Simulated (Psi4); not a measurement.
CH3O, doublet, at a GFN2-xTB geometry. Base run: HF/cc-pVDZ in Psi4.

Psi4 was given this input:
```
memory 2 GB

molecule mol {
0 2
  C     0.007376   -0.542581   -0.035516
  O    -0.023996    0.767211    0.026174
  H     1.056498   -0.912751    0.044622
  H    -0.435222   -0.988122    0.886279
  H    -0.473558   -0.981330   -0.927194
}

set basis cc-pvdz
set reference uhf
set stability_analysis check
set scf_type pk

energy('scf')
print_variables()
```

The bond that is stretched is that between atoms 5 and 1. A test that says stable can miss a lower solution.

The base run was repeated with changes; each row names its change, and settings that it needs were set with it.

```json
[
 {"change": "base", "ΔE vs base (eV)": "0.00", "<S^2>": "0.759"},
 {"change": "stability_analysis = follow; reference = uhf", "ΔE vs base (eV)": "0.00", "<S^2>": "0.759"},
 {"change": "bond × 1.25", "ΔE vs base (eV)": "1.00", "<S^2>": "0.779"},
 {"change": "stability_analysis = follow; reference = uhf; bond × 1.25", "ΔE vs base (eV)": "0.85", "<S^2>": "0.760"},
 {"change": "bond × 1.5", "ΔE vs base (eV)": "2.15", "<S^2>": "0.967"},
 {"change": "stability_analysis = follow; reference = uhf; bond × 1.5", "ΔE vs base (eV)": "2.15", "<S^2>": "0.967"},
 {"change": "bond × 1.8", "ΔE vs base (eV)": "2.79", "<S^2>": "1.206"},
 {"change": "stability_analysis = follow; reference = uhf; bond × 1.8", "ΔE vs base (eV)": "2.79", "<S^2>": "1.206"},
 {"change": "bond × 2.2", "ΔE vs base (eV)": "3.73", "<S^2>": "0.757"},
 {"change": "stability_analysis = follow; reference = uhf; bond × 2.2", "ΔE vs base (eV)": "3.01", "<S^2>": "1.313"},
 {"change": "bond × 3.0", "ΔE vs base (eV)": "3.66", "<S^2>": "0.750"},
 {"change": "stability_analysis = follow; reference = uhf; bond × 3.0", "ΔE vs base (eV)": "3.07", "<S^2>": "1.351"}
]
```

Psi4 reported an instability in these rows: bond × 1.25; stability_analysis = follow; reference = uhf; bond × 1.25; bond × 2.2; stability_analysis = follow; reference = uhf; bond × 2.2; bond × 3.0; stability_analysis = follow; reference = uhf; bond × 3.0 (restricted rows aren't judged here).

On stretching, the SCF can end on different states; <S^2> shows the spin contamination of each.
